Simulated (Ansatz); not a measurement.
FI₃Ti, SMILES `[F][Ti]([I])([I])[I]` at its PBE0-D4/def2-TZVP geometry, where that method's forces vanish. The species carries charge 0 and has multiplicity 1. I: def2 effective core potential.

| atom | x (Å) | y (Å) | z (Å) |
| --- | --- | --- | --- |
| F1 | -1.191 | -1.474 | 0.074 |
| Ti2 | -0.104 | -0.128 | 0.006 |
| I3 | 2.172 | -0.910 | -0.785 |
| I4 | -0.998 | 1.610 | -1.604 |
| I5 | 0.120 | 0.902 | 2.309 |

Question: For each bond, give half the difference of the two atoms' forces along it (eV/Å; positive pushes the atoms apart) under PBE-D4, r2SCAN-D4, B3LYP-D4, ωB97M-V in def2-TZVPP. (An estimate is asked.)

Answer: The calculation gave: 
| bond | length (Å) | PBE-D4 | r2SCAN-D4 | B3LYP-D4 | ωB97M-V |
| --- | --- | --- | --- | --- | --- |
| F1–Ti2 | 1.731 | 0.57 | 0.29 | 0.37 | 0.01 |
| Ti2–I3 | 2.533 | 0.07 | 0.06 | 0.09 | -0.05 |
| Ti2–I4 | 2.533 | 0.07 | 0.06 | 0.09 | -0.05 |
| Ti2–I5 | 2.533 | 0.07 | 0.06 | 0.09 | -0.05 |

B3LYP here is the variant with VWN-RPA as its local correlation; programs differ in this.

All numbers were calculated with Ansatz.
